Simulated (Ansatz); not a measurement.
A search over several starts for the lowest SCF solution of the cluster MgSi3⁺ at the given spin, in a small basis.

```yaml
crystal:
  periodic: [false, false, false]
  atoms:
    - {symbol: Mg, position_ang: [-1.541492, 0.710258, -1.238867]}
    - {symbol: Si, position_ang: [-0.060800, 1.030719, 0.833628]}
    - {symbol: Si, position_ang: [0.205261, -1.097260, -0.717484]}
    - {symbol: Si, position_ang: [1.397031, -0.643716, 1.122723]}
basis:
  gaussian: {orbitals: def2-SVP}
total_charge: 1
magnetization: {spin_polarized: true, initial_magnetization: 1}
hamiltonian: {xc: pbe0, dispersion: d4}
output: {orbitals: {seedname: orbitals}}
```

```sh
$ ansatz run in.yaml --threads 4 --pin off --events-out ev --progress --plain --max-ram 3916MiB
```

It prints (some lines left out):

```
Functional definition: PBE0
642 factors; integrals over basis functions are off by at most 1.2e-3 eV
mean field evaluation 1: about -29040.5074 eV, gradient 2.2e1 eV
mean field evaluation 2: about -29014.7520 eV, gradient 5.2e1 eV
mean field evaluation 4: about -29044.7374 eV, gradient 8.1e0 eV
mean field evaluation 8: about -29045.4272 eV, gradient 3.9e-1 eV
mean field evaluation 16: about -29045.4434 eV, gradient 1.1e-2 eV
mean field evaluation 32: about -29045.4434 eV, gradient 7.7e-6 eV
mean field -29045.44338196 eV, -1067.4003565784 hartree, gradient 7.7e-6 eV, S^2 0.766623; 6 other end points of the search recorded, 0 dependent functions left out
reference -29045.44341197 eV, -1067.4003576812 hartree; 27, 26 occupied and 45, 46 virtual orbitals, 642 factors
Total energy: -29045.61012075 eV, -1067.4064841160 hartree
```

It took 4 s on 4 threads of Arm Neoverse V1 on a shared host.

The structure comes from a short search, and lower isomers may exist.
